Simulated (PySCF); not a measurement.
**A survey of $^{33}$S NMR shifts**

- GFN2-xTB structure
- shieldings: GIAO PBE0/pcSseg-1
- code: PySCF 2.14
- in vacuum, one computed conformer, no relativistic terms, equivalent nuclei averaged

Shieldings were converted by a linear fit to measured shifts: $^{33}$S (scatter 33.3 ppm rms vs sulfate, solution or neat liquid). A few per cent of atoms miss by over 2 rms, more outside the fitted compound classes.

(1) Give the $^{33}$S shifts of `C=C[Si@@H](O)S`, `C#CCC[SiH2]SCC`, `C#C/C=C(\Cl)[SiH2]SC`.

(2) Match the shifts -32, -290, -502, -581 ppm to `CCCP1CCSCC1`, `CS[Si@@H](OC=O)C(C)C`, `O=S(=O)(OC(F)(F)F)C(F)(F)F`, `CC(C)C[P@@H](=S)C1CC1`.

## Answers

(1) 
| compound | environment | δ (ppm) |
| --- | --- | --- |
| C=C[Si@@H](O)S | sulfur bonded to Si, H | -502 |
| C#CCC[SiH2]SCC | sulfur bonded to C, Si | -477 |
| C#C/C=C(\Cl)[SiH2]SC | sulfur bonded to C, Si | -525 |

(2) -32: O=S(=O)(OC(F)(F)F)C(F)(F)F (sulfonyl sulfur); -290: CCCP1CCSCC1 (sulfide sulfur); -502: CS[Si@@H](OC=O)C(C)C (sulfur bonded to C, Si); -581: CC(C)C[P@@H](=S)C1CC1 (sulfur bonded to P).
